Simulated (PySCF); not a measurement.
**C₆ coefficients of unlike pairs at BLYP**

Calculated with PySCF 2.14 from the dipole response of each species, C₆(A,B) = (3/π) ∫ α_A(iu) α_B(iu) du, in atomic units, from isotropic polarisabilities. For ions this is the dispersion term alone; charge-induced terms of lower order in 1/R come first.

```json
{"species": "Re²⁺", "configuration": "[Xe] 4f14 5d5 (6S)", "basis": "aug-cc-pwCVTZ-PP with ECP60MDF (8s8p7d4f3g)", "relativity": "core potential", "α (bohr³)": "12.45", "C₆ (like pair)": "76.78"}
{"species": "Sb", "configuration": "[Kr] 4d10 5s2 5p3 (4S)", "basis": "aug-cc-pwCVDZ-PP with ECP28MDF (6s5p4d1f)", "relativity": "core potential", "α (bohr³)": "46.81", "C₆ (like pair)": "516.0"}
{"species": "Sc³⁺", "configuration": "[Ar] (1S)", "basis": "aug-cc-pVQZ-DK (9s8p6d4f3g2h)", "relativity": "spin-free X2C", "α (bohr³)": "2.160", "C₆ (like pair)": "5.637"}
{"species": "Ni²⁺", "configuration": "[Ar] 3d8 (3F)", "basis": "aug-cc-pwCVTZ-DK (10s9p7d4f3g)", "relativity": "spin-free X2C", "α (bohr³)": "3.460", "C₆ (like pair)": "9.771"}
```

(1) Estimate C₆ for Ni²⁺ with Re²⁺.

No spin-orbit coupling is included.

The other pairs:

| pair | C₆ |
| --- | --- |
| Sc³⁺, Re²⁺ | 19.78 |
| Ni²⁺, Sc³⁺ | 7.361 |
| Ni²⁺, Sb | 60.15 |
| Sc³⁺, Sb | 42.53 |
| Sb, Re²⁺ | 186.3 |

Answers

(1) The integral gives 26.66. The combination rule 2 C_A C_B / (C_A α_B/α_A + C_B α_A/α_B) gives 26.56 and the geometric mean 27.39.
